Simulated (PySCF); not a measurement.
Mg(Cl)(GeH3) (ClGeH3Mg), SMILES [Cl][Mg][GeH3]. The structure is a stationary point at B3LYP-D3(BJ)/def2-TZVP.

Level of theory: B3LYP-D3(BJ)/def2-TZVP (PySCF 2.14.0).

Harmonic wavenumbers (cm⁻¹): 84, 84, 204, 363, 363, 520, 787, 889, 889, 2085, 2093, 2093. Rotational constants (GHz): 82.40, 0.8720, 0.8720; symmetry number 3.

Work out the zero-point energy and the ideal-gas rigid-rotor harmonic-oscillator thermochemistry at 298.15 K and 1 atm.

ZPE = ½ Σ hcν = ½ × 10453 cm⁻¹ = 14.94 kcal/mol. H − E(el) = 19.31 kcal/mol. Entropy in cal/(mol K): translation 40.62, rotation 23.86, vibration 13.02, total 77.51. G − E(el) = -3.80 kcal/mol. Cp = 19.73 cal/(mol K). Modes under 150 cm⁻¹ make the vibrational entropy uncertain.
